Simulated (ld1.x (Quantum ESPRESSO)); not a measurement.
## sulfur (S), ultrasoft: configuration errors across variants

- Element: sulfur
- Generator: ld1.x (Quantum ESPRESSO) 7.5
- Type: ultrasoft
- Functional: PBE
- Relativity: non-relativistic
- Frozen core: [Ne]
- Valence charge: 6
- Reference configuration: 3s2 3p2 (charge +2)
- Partial waves: 3s (bound): rcut 1.30, rcutus 1.55 bohr; 3s channel at -0.7 Ry: rcut 1.30, rcutus 1.55 bohr; 3p (bound): rcut 1.20, rcutus 1.60 bohr; 3p channel at 2.05 Ry: rcut 1.20, rcutus 1.60 bohr
- Local potential: all-electron potential smoothed inside 1.40 bohr (lloc = -2)
- Core correction: none
- Augmentation charge: PSQ, radius 1.30 bohr

All-electron excitation energies from the reference (eV): (1) 3s2 3p4 -34.078; (2) 3s2 3p3 -22.296; (3) 3s2 3p1 34.050; (4) 3s2 3p3.5 -29.412; (5) 3s2 3p4.3 -35.791; (6) 3s2 3p0 80.850; (7) 3s1 3p5 -23.895.

The overlap operator is not positive definite (basis up to 400 Ry) in “waves 3p (bound): rcut 1.20, rcutus 2.00 bohr; 3p channel at 2.05 Ry: rcut 1.20, rcutus 2.00 bohr”. Such files are unfit for use, however small their errors in these radial tests.

A true bound ghost makes a file unfit for plane-wave use even where its test errors are small: the radial tests pick states by their node count and pass the ghost by.

Errors AE − PS in meV (a dash: test not solved or not reliable):

```csv
change,(1),(2),(3),(4),(5),(6),(7),bound ghosts
base,+0.8,+0.9,+5.1,+1.1,+0.3,+41,+2.4,none
"waves 3p (bound): rcut 1.04, rcutus 1.10 bohr; 3p channel at 2.05 Ry: rcut 1.04, rcutus 1.10 bohr",+1.3,+1.1,+6.2,+1.5,+0.9,+51,+1.4,p
"waves 3p (bound): rcut 1.18, rcutus 1.26 bohr; 3p channel at 2.05 Ry: rcut 1.18, rcutus 1.26 bohr",+6.6,+3.6,+12,+5.6,+6.6,+88,+28,none
"waves 3p (bound): rcut 1.20, rcutus 1.46 bohr; 3p channel at 2.05 Ry: rcut 1.20, rcutus 1.46 bohr",+0.8,+0.6,+3.6,+0.8,+0.7,+32,+7.0,none
"waves 3p (bound): rcut 1.20, rcutus 1.74 bohr; 3p channel at 2.05 Ry: rcut 1.20, rcutus 1.74 bohr",+2.1,+1.5,+6.7,+2.1,+1.8,+50,+5.5,none
"waves 3p (bound): rcut 1.20, rcutus 2.00 bohr; 3p channel at 2.05 Ry: rcut 1.20, rcutus 2.00 bohr",+1.9,+1.8,+9.9,+2.2,+1.7,+71,+16,not determined (overlap not positive)
"waves 3p (bound): rcut 1.20, rcutus 2.34 bohr; 3p channel at 2.05 Ry: rcut 1.20, rcutus 2.34 bohr",+17,+5.4,+12,+11,+21,+84,+32,none
```

**Question.** Give the same row for: waves 3p (bound): rcut 1.20, rcutus 2.20 bohr; 3p channel at 2.05 Ry: rcut 1.20, rcutus 2.20 bohr.

**Answer.** +1.8, +2.6, +12, +3.0, +0.2, +81, +20; bound ghosts: none.
